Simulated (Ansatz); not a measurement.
**Ligand exchange: AsH(CH3)2 + SiH3(OH) → As(CH3)2(SiH3) + H2O**

Species: AsH(CH3)2 (dimethylarsine), singlet; SiH3(OH) (silanol), singlet; As(CH3)2(SiH3), singlet; H2O (water) `O`, singlet. The partners trade H for SiH3: As–H and O–SiH3 bonds give way to As–SiH3 and O–H.

Shapes, held fixed at every level: PBE0-D4/def2-TZVP. Programs: Ansatz 0.2.0. The zero-point and thermal change to 298 K, harmonic and unscaled (PBE0-D4/def2-TZVP), is +4.8 kJ/mol.

| level | kind | ΔH(298 K) (kJ/mol) | less CCSD(T)/def2-TZVPP |
| --- | --- | --- | --- |
| HF/def2-TZVPP | Hartree–Fock | +92.1 | +29.6 |
| B3LYP-D4/def2-TZVPP | global hybrid | +61.8 | -0.7 |
| BHLYP-D4/def2-TZVPP | global hybrid | +68.5 | +6.0 |
| MP2/def2-TZVPP | perturbation theory | +61.6 | -0.9 |
| CCSD(T)/def2-SVP | coupled cluster or CI | +61.4 | -1.1 |
| CCSD/def2-SVP | coupled cluster or CI | +64.4 | +1.9 |
| CCSD(T)/def2-TZVPP | coupled cluster or CI | +62.5 | 0.0 |

The highest level, CCSD(T)/def2-TZVPP, gives ΔH(298 K) = +62.5 kJ/mol; the levels span +61.4 to +92.1. The column of differences is taken from that level and isn't an error. No measured value is set beside it here. Relativity is left out for As. Outer-core shells of As are correlated, in sets that cover them unevenly.
